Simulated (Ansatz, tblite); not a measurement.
Adding an electron: Te₃Pb₃⁺ (the lowest doublet isomer of a short search). Charge 1, multiplicity 2. Geometry: PBE-D4/def2-SVP. Ansatz, gas phase; energy differences of separate SCF runs; the reduced species is a singlet (the triplet lies 0.67 eV higher at PBE0-D4/def2-TZVP).

```xyz
6

Pb    1.1412    1.3915   -0.8770
Pb    0.5540   -0.0579    2.7018
Pb   -1.0918   -1.6075   -0.4556
Te   -1.4460    1.2056    0.8693
Te    1.8910   -1.3376    0.4285
Te   -1.0484    0.4059   -2.6670
```

In the def2 sets Pb, Te take a core potential; there is no spin–orbit coupling. The xTB rows come from tblite. The structure comes from a short search, and lower isomers may exist.

```json
{"level": "GFN1-xTB", "−HOMO (eV)": "–", "−LUMO (eV)": "–", "vertical EA (eV)": "9.56", "HOMO–LUMO gap (eV)": "–"}
{"level": "GFN2-xTB", "−HOMO (eV)": "–", "−LUMO (eV)": "–", "vertical EA (eV)": "10.08", "HOMO–LUMO gap (eV)": "–"}
{"level": "PBE-D4/def2-TZVP", "−HOMO (eV)": "8.83", "−LUMO (eV)": "8.16", "vertical EA (eV)": "6.14", "HOMO–LUMO gap (eV)": "0.68"}
{"level": "PBE0-D4/def2-TZVP", "−HOMO (eV)": "9.74", "−LUMO (eV)": "7.46", "vertical EA (eV)": "6.18", "HOMO–LUMO gap (eV)": "2.28"}
```

  HOMO and LUMO are the levels of the spin that leaves or enters (xTB has no such levels and no spin-polarisation term). Other spin states of the ions may lie lower, which would lower the ionisation energy or raise the affinity. Raw xTB energy differences between charge states are shifted by several eV; the methods need an empirical correction for them.
